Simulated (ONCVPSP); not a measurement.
**PBE ONCV dataset for Si (Z = 14), scalar-relativistic all-electron reference.**

```json
{
  "Element": "Si (Z = 14)",
  "Generator": "ONCVPSP 4.0.1",
  "Type": "optimised norm-conserving Vanderbilt (ONCV)",
  "Functional": "PBE",
  "Relativity": "scalar-relativistic",
  "Frozen core": "[He]",
  "Valence charge": "12",
  "Reference configuration": "2s2 2p6 3s1 3p3",
  "Partial waves": "2s+3s: rc 1.15 bohr, ncon 3, nbas 8, qcut 9.4 1/bohr, 2 projectors; 2p+3p: rc 0.80 bohr, ncon 4, nbas 8, qcut 18.5 1/bohr, 2 projectors",
  "Local potential": "polynomial inside 0.75 bohr (lpopt 5, dvloc0 -1 Ha)",
  "Core correction": "none"
}
```

All-electron outer shells of the reference configuration (PBE, scalar-relativistic, ld1.x):

| shell | level (eV) | outermost node (bohr) | outermost maximum (bohr) |
| --- | --- | --- | --- |
| 1s | -1787.64 | – | 0.07 |
| 2s | -141.15 | 0.15 | 0.45 |
| 2p | -97.20 | – | 0.39 |
| 3s | -11.56 | 0.72 | 1.77 |
| 3p | -4.67 | 0.72 | 2.11 |

(1) Estimate the cutoffs (Ha) at which the residual kinetic energy of the hardest occupied pseudo-wave falls to 1 and 0.1 mHa per electron.

(2) What does a ghost test show?

(3) Which valence shell sets the plane-wave cutoff?

(4) Tests: 2s2 2p6 3s2 3p2; 2s2 2p6 3s2 3p1; 2s2 2p6 3s2 3p0; 2s2 2p6 3s1 3p2. Which has the largest error in its energy relative to the reference configuration, and how large is it?

## Answers

(1) 127 Ha and 144 Ha.

(2) No bound ghost flagged; no localised positive-energy state flagged.

(3) 2p: 127 Ha for 1 mHa per electron, against 105 Ha for 3p.

(4) 2s2 2p6 3s2 3p0, with +5.7 meV (all-electron minus pseudo) on +16.92 eV.
